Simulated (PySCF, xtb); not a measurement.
bromoethene (C2H3Br), SMILES BrC=C.

Harmonic wavenumbers (cm⁻¹) from GFN2-xTB in xtb at its own minimum, in rising order: 332, 570, 578, 866, 989, 1004, 1230, 1374, 1659, 3087, 3107, 3139.

What does PySCF with PBE-D3(BJ)/def2-TZVP give at its own minimum? (Estimate from the structure and the level; the computed values follow.)

338, 583, 595, 880, 937, 984, 1236, 1358, 1609, 3081, 3139, 3175. Paired by order, the mean absolute difference is 22 cm⁻¹ and the zero-point energies are 25.6 and 25.6 kcal/mol.
